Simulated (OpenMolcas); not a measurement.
Re3+: moving or changing the point charges

Re3+ among 4 point charges of -2 e arranged as a square (D4h), 2.22 Å from the ion.

```yaml
Program: OpenMolcas
Method: CASSCF
Basis: ANO-RCC-VTZP [8s7p5d3f2g1h]
Scalar_Hamiltonian: DKH2, point nucleus
Active_space: 4 electrons in 5 orbitals (5d)
State_averaging: 2S+1 = 5 even, 5 roots; 2S+1 = 3 even, 45 roots; 2S+1 = 1 even, 50 roots
Spin-orbit_coupling: state interaction with AMFI integrals over the reference wave functions
```

Runs around this geometry, states (labels of D4, the rotations of D4h). Energies in cm-1 above the lowest state or level, χT in cm3 K/mol.

```json
{"R (Å)": "2.22", "q (e)": "-1.6", "Ground state": "5B1", "First state of that spin": "5B2 6483", "First gap with spin-orbit (degeneracies)": "391.4 (1, 1)", "χT at 300 K": "0.764", "First state of another spin": "3E 17235"}
{"R (Å)": "2.13", "q (e)": "-2", "Ground state": "5B1", "First state of that spin": "5B2 9398", "First gap with spin-orbit (degeneracies)": "336.2 (1, 1)", "χT at 300 K": "0.994", "First state of another spin": "3A2 12667"}
{"R (Å)": "2.22", "q (e)": "-2", "Ground state": "5B1", "First state of that spin": "5B2 7829", "First gap with spin-orbit (degeneracies)": "348.4 (1, 1)", "χT at 300 K": "0.889", "First state of another spin": "3E 14793"}
{"R (Å)": "2.37", "q (e)": "-2", "Ground state": "5B1", "First state of that spin": "5B2 5842", "First gap with spin-orbit (degeneracies)": "397.0 (1, 1)", "χT at 300 K": "0.724", "First state of another spin": "3E 16594"}
```

Taking the first state of the same spin as R^-n, n = -ln(5842 / 9398) / ln(2.37 / 2.13) = 4.5 between the shortest and longest distance.

Scaling the charges by -1.6 / -2 = 0.80 scales the first state of the same spin by 6483 / 7829 = 0.83; with fixed orbitals a first-order splitting would follow the charge.

Without dynamic correlation the repulsion within the d shell is too large (B by tens of per cent), so at a given field states of lower spin stand too high. Point charges give a weaker field than real ligands, and real ions of this kind are as a rule low spin; the high spin found here belongs to the model. This shell can be high or low spin here, a state of another spin lies low, and with metal d orbitals alone active their balance is uncertain, so the ground spin may be wrong (holds for R = 2.13, q = -2; R = 2.22, q = -2). Point charges carry no covalency, so the field is a model and not that of real ligands. No measured value stands beside these numbers.
